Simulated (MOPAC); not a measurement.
Job for MOPAC: PM3 on CH5NSn (SMILES [CH3][Sn][NH2]), a point of a bond scan (R = 1.010 Å).

```
PM3 1SCF PRECISE CHARGE=0 THREADS=1
CH5NSn

Sn    -0.21022964 1    -0.00431139 1     0.35481240 1
C      0.84464248 1     1.52169881 1    -0.85795269 1
H      0.79413401 1     2.50952072 1    -0.39962444 1
H      0.39648323 1     1.57259830 1    -1.85320643 1
H      1.89426564 1     1.23930290 1    -0.96980639 1
N      0.23482637 1    -1.48863841 1    -0.95978615 1
H      0.76432344 1    -1.36630475 1    -1.81138012 1
H     -0.04936391 1    -2.44927177 1    -0.84038326 1
```

The log:

```
*******************************************************************************
 **                                                                           **
 **                              MOPAC v23.2.5                                **
 **                                                                           **
 *******************************************************************************
 ** MOPAC's Digital Object Identifier: https://doi.org/10.5281/zenodo.6511958 **
 **                                                                           **
 ** Please cite the open-source release paper for use of this MOPAC version:  **
 ** J. E. Moussa and J. J. P. Stewart (2026)                                  **
 ** MOPAC: An open-source semiempirical molecular orbital program             **
 ** J. Open Source Softw., 11(119), 8025, https://doi.org/10.21105/joss.08025 **
 *******************************************************************************

                              PM3 CALCULATION RESULTS

 *******************************************************************************
 *  PM3        - The PM3 Hamiltonian to be used
 *
 *
 *
 *                 CHARGE ON SYSTEM = 0
 *
 *
 *
 *  PRECISE    - TIGHTER CRITERIA TO BE USED
 *  1SCF       - DO 1 SCF AND THEN STOP
 *  THREADS=1  - MULTI-THREADING NOT USED
 *  T=         - A TIME OF 172800.0 SECONDS REQUESTED
 *  DUMP=N     - RESTART FILE WRITTEN EVERY 7200.0 SECONDS REQUESTED
 *******************************************************************************
PM3 1SCF PRECISE CHARGE=0 THREADS=1
 CH5NSn

   ATOM   CHEMICAL          X               Y               Z
  NUMBER   SYMBOL      (ANGSTROMS)     (ANGSTROMS)     (ANGSTROMS)

     1      Sn         -0.21022964  *  -0.00431139  *   0.35481240  *
     2       C          0.84464248  *   1.52169881  *  -0.85795269  *
     3       H          0.79413401  *   2.50952072  *  -0.39962444  *
     4       H          0.39648323  *   1.57259830  *  -1.85320643  *
     5       H          1.89426564  *   1.23930290  *  -0.96980639  *
     6       N          0.23482637  *  -1.48863841  *  -0.95978615  *
     7       H          0.76432344  *  -1.36630475  *  -1.81138012  *
     8       H         -0.04936391  *  -2.44927177  *  -0.84038326  *



          CARTESIAN COORDINATES

    NO.       ATOM           X           Y           Z

     1        Sn         -0.2102     -0.0043      0.3548
     2         C          0.8446      1.5217     -0.8580
     3         H          0.7941      2.5095     -0.3996
     4         H          0.3965      1.5726     -1.8532
     5         H          1.8943      1.2393     -0.9698
     6         N          0.2348     -1.4886     -0.9598
     7         H          0.7643     -1.3663     -1.8114
     8         H         -0.0494     -2.4493     -0.8404

  H: (PM3): J. J. P. STEWART, J. COMP. CHEM. 10, 209 (1989).
  C: (PM3): J. J. P. STEWART, J. COMP. CHEM. 10, 209 (1989).
  N: (PM3): J. J. P. STEWART, J. COMP. CHEM. 10, 209 (1989).
 Sn: (PM3): J. J. P. STEWART, J. COMP. CHEM. 12, 320-341 (1991).

           Empirical Formula: C H5 N Sn  =     8 atoms



      MOLECULAR POINT GROUP   :   Cs


      RHF CALCULATION, NO. OF DOUBLY OCCUPIED LEVELS = 9


 -------------------------------------------------------------------------------
 PM3 1SCF PRECISE CHARGE=0 THREADS=1
 CH5NSn



     1SCF WAS SPECIFIED, SO BFGS WAS NOT USED
     SCF FIELD WAS ACHIEVED


                              PM3 CALCULATION
                                                       MOPAC v23.2.5 Linux




          FINAL HEAT OF FORMATION =          9.85965 KCAL/MOL =      41.25279 KJ/MOL


          COSMO AREA              =        114.63 SQUARE ANGSTROMS
          COSMO VOLUME            =        104.92 CUBIC ANGSTROMS

          IONIZATION POTENTIAL    =          8.780163 EV
          HOMO LUMO ENERGIES (EV) =         -8.780 -1.187
          NO. OF FILLED LEVELS    =          9
          MOLECULAR WEIGHT        =        149.7472         POINT GROUP:  Cs

          MOLECULAR DIMENSIONS (Angstroms)

            Atom       Atom       Distance
            H     8    H     3     5.04930
            H     7   Sn     1     2.37424
            H     4    H     5     1.77055


          SCF CALCULATIONS        =          1





   ATOM   CHEMICAL          X               Y               Z
  NUMBER   SYMBOL      (ANGSTROMS)     (ANGSTROMS)     (ANGSTROMS)

     1      Sn         -0.21022964  *  -0.00431139  *   0.35481240  *
     2       C          0.84464248  *   1.52169881  *  -0.85795269  *
     3       H          0.79413401  *   2.50952072  *  -0.39962444  *
     4       H          0.39648323  *   1.57259830  *  -1.85320643  *
     5       H          1.89426564  *   1.23930290  *  -0.96980639  *
     6       N          0.23482637  *  -1.48863841  *  -0.95978615  *
     7       H          0.76432344  *  -1.36630475  *  -1.81138012  *
     8       H         -0.04936391  *  -2.44927177  *  -0.84038326  *

                             CARTESIAN COORDINATES

   1   Sn       -0.210229640    -0.004311390     0.354812400
   2    C        0.844642480     1.521698810    -0.857952690
   3    H        0.794134010     2.509520720    -0.399624440
   4    H        0.396483230     1.572598300    -1.853206430
   5    H        1.894265640     1.239302900    -0.969806390
   6    N        0.234826370    -1.488638410    -0.959786150
   7    H        0.764323440    -1.366304750    -1.811380120
   8    H       -0.049363910    -2.449271770    -0.840383260


           Empirical Formula: C H5 N Sn  =     8 atoms



      MOLECULAR POINT GROUP   :   Cs


                  EIGENVALUES
 -28.73799 -27.29299 -15.58961 -14.39230 -13.55650 -13.41429 -11.06743  -9.82552
  -8.78016  -1.18737   0.32509   1.11732   4.03241   4.62997   4.64502   4.76658
   5.17961


              NET ATOMIC CHARGES AND DIPOLE CONTRIBUTIONS

  ATOM NO.   TYPE          CHARGE      No. of ELECS.   s-Pop       p-Pop
    1         Sn           0.447686        3.5523     1.77431     1.77801
    2          C          -0.447706        4.4477     1.20585     3.24186
    3          H           0.062958        0.9370     0.93704
    4          H           0.054297        0.9457     0.94570
    5          H           0.054297        0.9457     0.94570
    6          N          -0.273812        5.2738     1.42678     3.84703
    7          H           0.048718        0.9513     0.95128
    8          H           0.053562        0.9464     0.94644
 DIPOLE           X         Y         Z       TOTAL
 POINT-CHG.    -1.574    -0.781     2.373     2.953
 HYBRID         2.098    -0.221    -3.641     4.208
 SUM            0.525    -1.002    -1.268     1.699


          ATOMIC ORBITAL ELECTRON POPULATIONS

     Atom    s        px        py        pz
    1 Sn   1.77431   0.50417   0.54588   0.72795
    2  C   1.20585   1.05897   1.10965   1.07324
    3  H   0.93704
    4  H   0.94570
    5  H   0.94570
    6  N   1.42678   1.49665   1.11607   1.23431
    7  H   0.95128
    8  H   0.94644

 **********************
 *                    *
 * JOB ENDED NORMALLY *
 *                    *
 **********************




 == MOPAC DONE ==
```

The run finished.

Cost: very roughly 0.04 core-seconds.
